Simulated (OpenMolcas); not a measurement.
## Nb3+: moving or changing the point charges

Nb3+ among 6 point charges of -1.7 e arranged as a tetragonal octahedron (D4h), 2.1 Å from the ion, with the axial distance 2.184 Å. The active orbitals were held to one l.

- Program: OpenMolcas 26.06
- Method: CASSCF
- Basis: ANO-RCC-VDZP [6s5p3d1f]
- Scalar Hamiltonian: DKH2, point nucleus
- Active space: 2 electrons in 5 orbitals (4d)
- State averaging: 2S+1 = 3 even, 10 roots; 2S+1 = 1 even, 15 roots
- Spin-orbit coupling: RASSI with atomic mean-field integrals over the reference wave functions

Runs around this geometry, states (labels of D4, the rotations of D4h). Energies in cm-1 above the lowest state or level, χT in cm3 K/mol.

```json
{"R (Å)": "2.1", "Axial / equatorial distance": "0.96", "Ground state": "3E", "First state of that spin": "3A2 1181", "First gap with spin-orbit (degeneracies)": "41.5 (1, 1)", "χT at 300 K": "0.452", "First state of another spin": "1A1 9594"}
{"R (Å)": "1.98", "Axial / equatorial distance": "1.04", "Ground state": "3A2", "First state of that spin": "3E 1234", "First gap with spin-orbit (degeneracies)": "88.3 (1, 2)", "χT at 300 K": "0.625", "First state of another spin": "1B2 9663"}
{"R (Å)": "2.1", "Axial / equatorial distance": "1.04", "Ground state": "3A2", "First state of that spin": "3E 1041", "First gap with spin-orbit (degeneracies)": "116.6 (1, 2)", "χT at 300 K": "0.527", "First state of another spin": "1B2 10111"}
{"R (Å)": "2.23", "Axial / equatorial distance": "1.04", "Ground state": "3A2", "First state of that spin": "3E 853.2", "First gap with spin-orbit (degeneracies)": "146.5 (1, 2)", "χT at 300 K": "0.441", "First state of another spin": "1B2 10392"}
```

Taking the first state of the same spin as R^-n, n = -ln(853.2 / 1234) / ln(2.23 / 1.98) = 3.1 between the shortest and longest distance.

The ground state changes within this set.

Without dynamic correlation the repulsion within the d shell is too large (B by tens of per cent), so at a given field states of lower spin stand too high. An orbital doublet at a regular site is open to a Jahn-Teller distortion, which this geometry leaves out (holds for R = 2.1, ratio = 0.96). Point charges carry no covalency, so the field is a model and not that of real ligands. No measured value stands beside these numbers.
